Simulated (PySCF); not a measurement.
Low-lying terms of I⁷⁺ (iodine, charge +7)

Ground state [Kr] 4d10, ¹S. All numbers are calculated (PySCF 2.14, a scalar-relativistic core potential, in aug-cc-pwCVTZ-PP with one added diffuse shell each of d, f type with ECP28MDF (8s7p7d5f1g, 108 functions)). Vertical excitation energies in eV without spin-orbit coupling; excited terms of each kind are numbered among those the solver found. Frozen: nothing.

```json
{"term": "1 3D", "leading excitation": "4d → s", "EOM-EE-CCSD": "47.033"}
{"term": "1 1D", "leading excitation": "4d → s", "EOM-EE-CCSD": "47.941"}
{"term": "1 3P°", "leading excitation": "4d → p", "EOM-EE-CCSD": "61.561"}
{"term": "1 3F°", "leading excitation": "4d → p", "EOM-EE-CCSD": "62.293"}
{"term": "1 1F°", "leading excitation": "4d → p", "EOM-EE-CCSD": "62.877"}
{"term": "1 1D°", "leading excitation": "4d → p", "EOM-EE-CCSD": "63.480"}
{"term": "1 3D°", "leading excitation": "4d → p", "EOM-EE-CCSD": "63.548"}
{"term": "1 1P°", "leading excitation": "4d → p", "EOM-EE-CCSD": "63.664"}
{"term": "1 3S", "leading excitation": "4d → d", "EOM-EE-CCSD": "83.023"}
{"term": "1 3G", "leading excitation": "4d → d", "EOM-EE-CCSD": "84.386"}
{"term": "1 1G", "leading excitation": "4d → d", "EOM-EE-CCSD": "84.668"}
```

The spin-orbit splitting of the hole, absent here, rivals or exceeds the spacing of these terms, so the LS terms are model states.

The solver can miss terms.
